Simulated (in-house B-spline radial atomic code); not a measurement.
# LC-wPBE excitations of C V (C4+)

Method: LC-wPBE. Computed with an all-electron radial atomic-structure program (B-spline basis): linear response of the closed shell 1s2 with the functional's adiabatic kernel; non-relativistic, point nucleus, no spin-orbit coupling, no double excitations, S, P, D and F terms only.

Command:
```bash
python run_td.py task.json out
```
Settings (radii: box in bohr, nucleus in fm):
```
Z                        6
electrons                2
configuration            1s2
hamiltonian              nr
method                   lc_wpbe
box_radius               19.1
intervals                47
```

Cost of the run: 0.1 s on 1 thread of Arm Neoverse N1, with other jobs on the host.

The lowest states, in the order of their Tamm-Dancoff energies; the method's threshold (minus the highest occupied level) is 363.71 eV. Labels give the largest channel, * marks a mixed state, and oscillator strengths are full-response dipole values. Semilocal kernels can invert the small singlet-triplet splittings of Rydberg terms. Energies in eV:

```
     state  full response  Tamm-Dancoff  oscillator strength
1s → 2s 3S         284.53        284.54                    -
1s → 2s 1S         289.24        289.33                    -
1s → 2p 3P         291.01        291.03                    -
1s → 2p 1P              ?             ?                    ?
1s → 3s 3S         327.36        327.37                    -
1s → 3s 1S         328.66        328.69                    -
1s → 3p 3P         329.10        329.11                    -
1s → 3p 1P         329.98        329.99                 0.13
1s → 3d 3D              ?             ?                    -
1s → 3d 1D         330.17        330.17                    -
1s → 4s 3S         342.90        342.90                    -
1s → 4f 3F         343.35        343.35                    -
1s → 4f 1F         343.35        343.35                    -
1s → 4s 1S         343.46        343.47                    -
1s → 4p 3P         343.61        343.61                    -
1s → 4d 3D         343.93        343.93                    -
1s → 4d 1D         343.94        343.94                    -
1s → 4p 1P         344.00        344.00               0.0543
```

(1) Where does 1s → 3d 3D lie?

(2) Where does 1s → 2p 1P lie?

(3) How large is the singlet-triplet splitting of 1s → 2s (S terms) in Tamm-Dancoff?

(4) What polarisabilities and dispersion coefficient does the method give?

Results:

(1) At 330.15 eV in full response, 330.15 eV in Tamm-Dancoff.

(2) At 294.00 eV in full response, 294.02 eV in Tamm-Dancoff, oscillator strength 0.528.

(3) 4.79 eV, from the unrounded values.

(4) Dipole 0.009284 bohr³, quadrupole 0.001129 bohr⁵, C6 0.0008423 hartree·bohr⁶ for two such species.
